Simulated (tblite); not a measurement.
Record of a relaxation.

Species: C6H8Br (doublet state).
Atom-mapped SMILES: `[Br:1][C:2]1[CH2:3][C@@H:4]2[CH2:5][CH2:6][C@H:7]12` (hydrogens: H8, H9 on C3; H10 on C4; H11, H12 on C5; H13, H14 on C6; H15 on C7)

Computed with GFN2-xTB (tblite), gas phase: L-BFGS steps from a force-field or distance-geometry start until the largest atomic force falls under 0.01 eV/Å. 11 of its 62 geometries are shown.

Step 0: E = -568.0606 eV, largest atomic force 3.018 eV/Å
```
atom  x, y, z in Å  |  force x, y, z in eV/Å
Br1     0.360    2.275   -0.991    1.127   0.950   0.190
C2      0.995    1.133    0.421   -0.100  -0.692  -1.092
C3      1.647   -0.131   -0.145    2.014   0.731  -0.463
C4      0.368   -0.869    0.048    0.840  -1.105   1.789
C5     -0.812   -0.537   -0.781   -2.150  -0.969  -1.883
C6     -1.396    0.365    0.292   -0.609   0.787   0.110
C7     -0.069    0.244    0.980   -0.825   0.244   2.284
H8      2.418   -0.468    0.588   -0.315   0.032  -0.797
H9      2.030   -0.030   -1.167    0.328  -0.201   0.276
H10     0.405   -1.867    0.529    0.134   0.255  -0.700
H11    -0.629   -0.050   -1.758   -0.049  -0.442   0.457
H12    -1.488   -1.405   -0.933    0.486   0.296  -0.295
H13    -1.563    1.405   -0.033   -0.908  -0.672   0.446
H14    -2.208   -0.079    0.874   -0.044   0.284  -0.295
H15    -0.062    0.022    2.054    0.069   0.501  -0.026
```

Step 6: E = -568.7773 eV, largest atomic force 0.634 eV/Å
```
atom  x, y, z in Å  |  force x, y, z in eV/Å
Br1     0.568    2.442   -0.921    0.090   0.113   0.350
C2      0.970    1.097    0.346    0.326  -0.148   0.171
C3      1.675   -0.131   -0.185    0.099   0.106  -0.003
C4      0.365   -0.880    0.117    0.065  -0.060   0.004
C5     -0.864   -0.591   -0.772   -0.185   0.060  -0.100
C6     -1.442    0.360    0.304   -0.107  -0.064  -0.010
C7     -0.106    0.269    1.044   -0.034  -0.025  -0.194
H8      2.465   -0.471    0.503   -0.219   0.070  -0.137
H9      2.115   -0.073   -1.187   -0.338  -0.124   0.090
H10     0.455   -1.908    0.457    0.030  -0.053   0.092
H11    -0.633   -0.110   -1.724    0.074   0.052   0.097
H12    -1.487   -1.459   -1.001    0.116   0.058   0.192
H13    -1.739    1.369    0.006    0.103  -0.157  -0.134
H14    -2.280   -0.062    0.852    0.023  -0.202   0.092
H15    -0.065    0.154    2.140   -0.041   0.375  -0.510
```

Step 12: E = -568.9168 eV, largest atomic force 0.307 eV/Å
```
atom  x, y, z in Å  |  force x, y, z in eV/Å
Br1     0.721    2.588   -0.717    0.005   0.256  -0.003
C2      1.002    1.078    0.345   -0.068   0.158   0.024
C3      1.663   -0.146   -0.210   -0.231  -0.180  -0.093
C4      0.360   -0.890    0.135   -0.029  -0.112  -0.136
C5     -0.874   -0.621   -0.771    0.190  -0.083   0.037
C6     -1.472    0.325    0.284    0.126   0.076  -0.013
C7     -0.120    0.305    0.995    0.163  -0.060   0.157
H8      2.463   -0.486    0.452    0.074  -0.025  -0.103
H9      2.026   -0.131   -1.238   -0.079   0.010   0.000
H10     0.477   -1.922    0.471   -0.127   0.166   0.195
H11    -0.614   -0.104   -1.695   -0.064  -0.183   0.002
H12    -1.477   -1.504   -0.977    0.083   0.066  -0.108
H13    -1.800    1.305   -0.048   -0.070   0.071  -0.148
H14    -2.267   -0.131    0.875    0.129  -0.008  -0.020
H15    -0.093    0.344    2.077   -0.100  -0.152   0.210
```

Step 18: E = -568.9810 eV, largest atomic force 0.183 eV/Å
```
atom  x, y, z in Å  |  force x, y, z in eV/Å
Br1     0.800    2.715   -0.578    0.048  -0.143   0.104
C2      1.013    1.086    0.340   -0.048   0.024   0.061
C3      1.628   -0.153   -0.242    0.018  -0.006  -0.023
C4      0.352   -0.894    0.161   -0.015   0.058   0.045
C5     -0.857   -0.644   -0.765    0.043  -0.090  -0.031
C6     -1.451    0.326    0.262   -0.078  -0.031  -0.062
C7     -0.107    0.326    0.998   -0.089   0.084  -0.016
H8      2.464   -0.496    0.370    0.169   0.016  -0.034
H9      1.933   -0.159   -1.285   -0.038   0.051  -0.137
H10     0.442   -1.899    0.569    0.038   0.054   0.021
H11    -0.602   -0.157   -1.703    0.136  -0.016  -0.018
H12    -1.453   -1.522   -0.991   -0.092  -0.102   0.049
H13    -1.825    1.273   -0.119    0.018   0.063   0.061
H14    -2.204   -0.160    0.877   -0.139   0.098  -0.001
H15    -0.137    0.367    2.086    0.029  -0.058  -0.021
```

Step 24: E = -569.0135 eV, largest atomic force 0.178 eV/Å
```
atom  x, y, z in Å  |  force x, y, z in eV/Å
Br1     0.899    2.769   -0.435    0.027   0.036  -0.020
C2      1.014    1.079    0.353    0.020  -0.055   0.011
C3      1.615   -0.153   -0.267    0.015   0.073   0.016
C4      0.349   -0.890    0.182    0.014  -0.037   0.093
C5     -0.852   -0.683   -0.761   -0.061   0.053   0.039
C6     -1.466    0.320    0.232    0.039   0.026   0.037
C7     -0.125    0.341    0.988   -0.011  -0.025   0.005
H8      2.516   -0.483    0.265   -0.082   0.009  -0.048
H9      1.839   -0.151   -1.337   -0.053   0.087   0.033
H10     0.445   -1.863    0.646    0.086  -0.155  -0.013
H11    -0.546   -0.223   -1.699   -0.088  -0.011  -0.023
H12    -1.454   -1.563   -0.978    0.032   0.006   0.069
H13    -1.843    1.268   -0.151    0.115  -0.036  -0.066
H14    -2.230   -0.137    0.862   -0.018   0.024  -0.099
H15    -0.166    0.377    2.077   -0.035   0.004  -0.035
```

Step 30: E = -569.0421 eV, largest atomic force 0.242 eV/Å
```
atom  x, y, z in Å  |  force x, y, z in eV/Å
Br1     0.974    2.794   -0.342   -0.049   0.018   0.048
C2      1.008    1.071    0.389    0.053  -0.017   0.093
C3      1.592   -0.136   -0.279   -0.004   0.042  -0.014
C4      0.358   -0.908    0.215    0.006   0.060  -0.146
C5     -0.844   -0.718   -0.737   -0.044  -0.059  -0.013
C6     -1.455    0.327    0.207    0.021  -0.012  -0.032
C7     -0.137    0.329    1.003    0.020  -0.059   0.048
H8      2.538   -0.467    0.159   -0.045   0.008   0.003
H9      1.721   -0.066   -1.362    0.043  -0.075   0.026
H10     0.504   -1.887    0.678   -0.045   0.189  -0.144
H11    -0.556   -0.294   -1.699   -0.005  -0.119   0.025
H12    -1.453   -1.601   -0.905   -0.035  -0.068   0.014
H13    -1.760    1.279   -0.225    0.061  -0.001  -0.048
H14    -2.282   -0.079    0.788    0.047   0.054   0.051
H15    -0.214    0.364    2.086   -0.026   0.038   0.089
```

Step 37: E = -569.0725 eV, largest atomic force 0.275 eV/Å
```
atom  x, y, z in Å  |  force x, y, z in eV/Å
Br1     1.018    2.832   -0.152   -0.044   0.044   0.105
C2      1.026    1.065    0.482   -0.033   0.090  -0.049
C3      1.562   -0.089   -0.302   -0.132  -0.103  -0.008
C4      0.366   -0.906    0.214    0.037  -0.046   0.012
C5     -0.861   -0.784   -0.710    0.219  -0.167  -0.007
C6     -1.419    0.350    0.161   -0.037  -0.069  -0.188
C7     -0.142    0.307    1.026    0.013   0.077  -0.042
H8      2.540   -0.445    0.017    0.080  -0.030   0.071
H9      1.580    0.039   -1.385    0.132   0.041  -0.088
H10     0.577   -1.870    0.667   -0.019  -0.033  -0.015
H11    -0.587   -0.484   -1.722   -0.126  -0.029   0.028
H12    -1.467   -1.686   -0.767   -0.064   0.086   0.073
H13    -1.585    1.287   -0.361   -0.089   0.114   0.017
H14    -2.314    0.065    0.709    0.015   0.073   0.038
H15    -0.297    0.329    2.101    0.047  -0.047   0.053
```

Step 43: E = -569.0980 eV, largest atomic force 0.113 eV/Å
```
atom  x, y, z in Å  |  force x, y, z in eV/Å
Br1     1.022    2.878    0.027    0.033   0.016   0.019
C2      1.027    1.065    0.506    0.047  -0.012  -0.060
C3      1.552   -0.064   -0.325   -0.007  -0.060  -0.028
C4      0.379   -0.912    0.200   -0.038  -0.004  -0.006
C5     -0.868   -0.838   -0.692   -0.076   0.034  -0.058
C6     -1.395    0.364    0.108   -0.041   0.035   0.053
C7     -0.141    0.296    1.014    0.006   0.100   0.012
H8      2.536   -0.434   -0.029    0.006   0.061   0.025
H9      1.565    0.098   -1.407    0.032   0.005   0.029
H10     0.619   -1.873    0.646    0.030   0.022   0.023
H11    -0.649   -0.632   -1.739   -0.033   0.000  -0.019
H12    -1.500   -1.722   -0.639   -0.003   0.033   0.053
H13    -1.513    1.298   -0.444    0.058  -0.096   0.015
H14    -2.311    0.176    0.666   -0.021  -0.074  -0.073
H15    -0.327    0.307    2.085    0.009  -0.059   0.014
```

Step 49: E = -569.1040 eV, largest atomic force 0.064 eV/Å
```
atom  x, y, z in Å  |  force x, y, z in eV/Å
Br1     1.042    2.892    0.079    0.040  -0.018  -0.003
C2      1.028    1.065    0.504   -0.037   0.011   0.012
C3      1.549   -0.060   -0.335    0.019   0.060   0.010
C4      0.378   -0.909    0.193    0.034  -0.003  -0.010
C5     -0.878   -0.848   -0.688   -0.012   0.013  -0.005
C6     -1.394    0.365    0.100    0.001   0.025   0.015
C7     -0.141    0.297    1.010   -0.011  -0.006  -0.010
H8      2.539   -0.417   -0.034   -0.037   0.005  -0.001
H9      1.571    0.112   -1.414   -0.009  -0.019   0.010
H10     0.635   -1.862    0.644   -0.003  -0.026   0.014
H11    -0.681   -0.670   -1.744   -0.023  -0.013   0.007
H12    -1.516   -1.724   -0.589    0.020  -0.015  -0.009
H13    -1.483    1.291   -0.467   -0.010  -0.013   0.009
H14    -2.324    0.187    0.636    0.021   0.005  -0.010
H15    -0.328    0.290    2.083    0.008  -0.006  -0.029
```

Step 55: E = -569.1053 eV, largest atomic force 0.027 eV/Å
```
atom  x, y, z in Å  |  force x, y, z in eV/Å
Br1     1.079    2.901    0.121    0.009  -0.003  -0.003
C2      1.025    1.068    0.508    0.004  -0.015  -0.002
C3      1.544   -0.049   -0.340   -0.004  -0.009  -0.004
C4      0.380   -0.908    0.191   -0.005   0.015   0.010
C5     -0.882   -0.859   -0.683    0.022  -0.006   0.014
C6     -1.393    0.365    0.091   -0.001  -0.012  -0.004
C7     -0.145    0.299    1.007    0.002  -0.012  -0.002
H8      2.536   -0.406   -0.050   -0.001   0.005   0.004
H9      1.552    0.120   -1.420    0.003   0.012   0.002
H10     0.645   -1.859    0.647   -0.009   0.022  -0.011
H11    -0.696   -0.699   -1.744    0.003   0.000  -0.012
H12    -1.513   -1.737   -0.566   -0.004   0.003   0.002
H13    -1.472    1.285   -0.485   -0.001   0.008  -0.014
H14    -2.328    0.199    0.621   -0.011  -0.005   0.024
H15    -0.335    0.289    2.079   -0.005   0.000  -0.004
```

Step 61: E = -569.1055 eV, largest atomic force 0.008 eV/Å
```
atom  x, y, z in Å  |  force x, y, z in eV/Å
Br1     1.091    2.901    0.126    0.002   0.001  -0.002
C2      1.024    1.068    0.506    0.002   0.007   0.003
C3      1.543   -0.049   -0.341   -0.001   0.000   0.003
C4      0.380   -0.907    0.192   -0.006  -0.001  -0.003
C5     -0.881   -0.860   -0.683   -0.006  -0.002  -0.001
C6     -1.396    0.363    0.091    0.002  -0.003  -0.002
C7     -0.146    0.300    1.006    0.001   0.002   0.000
H8      2.535   -0.404   -0.051    0.006  -0.006   0.000
H9      1.551    0.121   -1.421    0.001   0.005   0.001
H10     0.643   -1.856    0.648    0.002   0.002  -0.001
H11    -0.695   -0.699   -1.744   -0.001   0.001   0.001
H12    -1.512   -1.739   -0.567   -0.002  -0.003   0.001
H13    -1.478    1.282   -0.487   -0.003  -0.001   0.003
H14    -2.328    0.195    0.626    0.005   0.000  -0.004
H15    -0.337    0.292    2.077   -0.001  -0.001   0.001
```

**Question.** Summarise the path.

**Answer.** The energy falls by 1.0449 eV from step 0 to step 61; nine tenths of that is first reached at step 22. It falls at every step. The largest force goes from 3.018 to 0.008 eV/Å. Among the bonds C4–C5 changes most, from 1.480 to 1.536 Å; the atoms move by 0.544 Å rms after alignment.

**Question.** Follow the three bonds and two angles with the largest change from start to end.

**Answer.** 
| step | E above end (eV) | largest force (eV/Å) | C4–C5 (Å) | C3–C4 (Å) | C6–C7 (Å) | Br1–C2–C3 (°) | Br1–C2–C7 (°) |
| --- | --- | --- | --- | --- | --- | --- | --- |
| 0 | 1.0449 | 3.018 | 1.480 | 1.489 | 1.499 | 111.1 | 113.1 |
| 3 | 0.4944 | 0.932 | 1.567 | 1.549 | 1.514 | 114.9 | 118.6 |
| 5 | 0.3604 | 0.718 | 1.551 | 1.544 | 1.526 | 116.1 | 122.3 |
| 8 | 0.2702 | 0.366 | 1.542 | 1.533 | 1.534 | 116.6 | 122.6 |
| 11 | 0.2080 | 0.335 | 1.555 | 1.540 | 1.528 | 119.6 | 122.5 |
| 13 | 0.1738 | 0.269 | 1.551 | 1.537 | 1.529 | 122.5 | 124.0 |
| 16 | 0.1393 | 0.241 | 1.539 | 1.526 | 1.534 | 124.8 | 125.1 |
| 19 | 0.1184 | 0.204 | 1.546 | 1.533 | 1.533 | 124.9 | 124.3 |
| 21 | 0.1058 | 0.215 | 1.547 | 1.536 | 1.536 | 125.4 | 124.3 |
| 24 | 0.0919 | 0.178 | 1.541 | 1.533 | 1.540 | 126.3 | 125.3 |
| 27 | 0.0794 | 0.206 | 1.544 | 1.535 | 1.536 | 126.3 | 126.1 |
| 29 | 0.0679 | 0.218 | 1.546 | 1.538 | 1.537 | 125.5 | 126.9 |
| 32 | 0.0543 | 0.203 | 1.540 | 1.534 | 1.545 | 124.1 | 127.2 |
| 34 | 0.0457 | 0.144 | 1.538 | 1.533 | 1.546 | 123.4 | 127.1 |
| 37 | 0.0330 | 0.275 | 1.541 | 1.537 | 1.543 | 123.4 | 126.6 |
| 40 | 0.0161 | 0.133 | 1.536 | 1.535 | 1.547 | 125.6 | 125.8 |
| 42 | 0.0110 | 0.150 | 1.533 | 1.536 | 1.548 | 126.1 | 125.7 |
| 45 | 0.0042 | 0.087 | 1.538 | 1.542 | 1.548 | 126.4 | 125.6 |
| 48 | 0.0019 | 0.065 | 1.536 | 1.541 | 1.550 | 127.0 | 125.6 |
| 50 | 0.0010 | 0.045 | 1.535 | 1.540 | 1.550 | 127.1 | 126.1 |
| 53 | 0.0005 | 0.028 | 1.536 | 1.540 | 1.549 | 127.1 | 126.6 |
| 56 | 0.0001 | 0.021 | 1.536 | 1.540 | 1.550 | 127.2 | 126.8 |
| 58 | 0.0001 | 0.010 | 1.535 | 1.540 | 1.550 | 127.1 | 126.9 |
| 61 | 0.0000 | 0.008 | 1.536 | 1.540 | 1.550 | 127.1 | 127.0 |

What follows is the cost of the whole relaxation. The run took 0.32 s on one thread, Arm Neoverse V2 (aarch64) (shared host).
